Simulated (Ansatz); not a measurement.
Mulliken charges of CH₄F₃NTi, SMILES `C[NH][Ti]([F])([F])[F]` from ωB97M-V/def2-TZVPP in Ansatz (PBE0-D4/def2-TZVP geometry).

| atom | x (Å) | y (Å) | z (Å) | charge (e) |
| --- | --- | --- | --- | --- |
| C1 | -0.094 | -1.147 | 0.894 | -0.215 |
| N2 | 0.644 | -0.144 | 0.158 | -0.362 |
| Ti3 | -0.111 | 1.150 | -0.920 | 1.196 |
| F4 | -1.066 | 0.342 | -2.164 | -0.367 |
| F5 | 1.211 | 2.102 | -1.570 | -0.360 |
| F6 | -1.236 | 2.093 | 0.057 | -0.367 |
| H7 | 0.179 | -2.159 | 0.578 | 0.130 |
| H8 | -1.166 | -1.028 | 0.718 | 0.106 |
| H9 | 0.073 | -1.058 | 1.973 | 0.129 |
| H10 | 1.648 | -0.201 | 0.279 | 0.109 |

Question: By hand: the dipole of these point charges (1 e Å = 4.8032 D).

Answer: Σ q r = (0.152, -0.524, 0.425) e Å, of length 0.692 e Å = 3.32 D.

Question: How does the dipole of the full density compare? (Estimate.)

Answer: Ansatz gave: (0.301, -0.458, 0.385) e Å, 3.22 D; the point charges give 1.03 times that, at 14° from its direction.

Point charges leave out the atoms' own dipoles, such as those of lone pairs, and Mulliken's split depends on the basis, so the close match here is no proof of good charges.
